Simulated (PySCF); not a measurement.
**Polarisability and C₆ of Ag (silver, neutral)**

[Kr] 4d10 5s1, 2S determinant. All numbers are calculated (PySCF 2.14, scalar relativity by spin-free X2C-1e, in x2c-QZVPPall with one added diffuse shell each of s, p, d, f, g type (14s9p8d5f3g, 143 functions)). Coupled (time-dependent) response in atomic units; α is the mean over directions.

```
method  mean α (bohr³)  C₆ (like pair)  S(−4)
  PBE0           52.92           419.1   2189
```

S(−4) is the Cauchy moment in α(ω) = α(0) + S(−4) ω² + …

Reference α: 55 ± 8 bohr³ (recommended; Schwerdtfeger and Nagle, table of static dipole polarizabilities (2023 update)). Published C₆: 341.0 (Gould and Bucko (2016)).

α(iu) at PBE0:

| u (hartree) | α(iu) (bohr³) |
| --- | --- |
| 0 | 52.92 |
| 0.0500 | 48.08 |
| 0.100 | 38.53 |
| 0.200 | 24.01 |
| 0.300 | 16.70 |
| 0.500 | 10.26 |
| 0.750 | 6.878 |
| 1.00 | 5.106 |
| 1.50 | 3.235 |
| 2.00 | 2.261 |
| 3.00 | 1.286 |
| 5.00 | 0.5771 |
